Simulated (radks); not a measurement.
All-electron atom: Ce36+ in [Ar] 3d4. Method: Dirac Kohn-Sham, PBE, spin-unpolarised, spherical densities, finite nucleus; open shells are shared between the two j in proportion to 2j + 1; Fermi nuclear charge, rms radius 4.8771 fm; computed with a radial shooting solver on a logarithmic mesh with Libxc functionals.

Unscreened Slater integrals over Kohn-Sham orbitals (hartree). Large and small components are both included.

F0(3d5/2,3d5/2): 3.9123
F2(3d5/2,3d5/2): 2.0144
F4(3d5/2,3d5/2): 1.3011
F0(3d5/2,3d3/2): 3.9387
F2(3d5/2,3d3/2): 2.0228
G2(3d5/2,3d3/2): 2.0012
G4(3d5/2,3d3/2): 1.2922
F0(3d5/2,3p3/2): 3.6219
F2(3d5/2,3p3/2): 1.7394
G1(3d5/2,3p3/2): 1.8494
G3(3d5/2,3p3/2): 1.2374
F0(3d5/2,3p1/2): 3.7054
G3(3d5/2,3p1/2): 1.3034
F0(3d3/2,3d3/2): 3.9658
F2(3d3/2,3d3/2): 2.0321
F0(3d3/2,3p3/2): 3.6421
F2(3d3/2,3p3/2): 1.7362
G1(3d3/2,3p3/2): 1.8300
G3(3d3/2,3p3/2): 1.2243
F0(3d3/2,3p1/2): 3.7273
G1(3d3/2,3p1/2): 1.9720
F0(3p3/2,3p3/2): 3.4512
F2(3p3/2,3p3/2): 1.7320
F0(3p3/2,3p1/2): 3.5186
G2(3p3/2,3p1/2): 1.7442
F0(3p1/2,3p1/2): 3.5919
